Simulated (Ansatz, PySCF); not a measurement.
CF₂, SMILES F[C]F (connectivity only; charge and spin as stated), neutral, multiplicity 1.

Coordinates come from a B3LYP-D3(BJ)/def2-TZVP optimisation. The isomer is the one that the SMILES or the coordinates give; other isomers of the formula were not compared.

Two levels are set side by side: PBE/def2-TZVPD (Ansatz, a first-principles code) and EOM-CCSD/aug-cc-pVDZ (PySCF). PBE by ΔSCF, the other level by its IP root; same geometry, the bases differ. Differences are taken from unrounded values.

```csv
quantity,EOM-CCSD,PBE,PBE minus EOM-CCSD
vertical ionisation energy (eV),12.17,11.79,-0.38
```
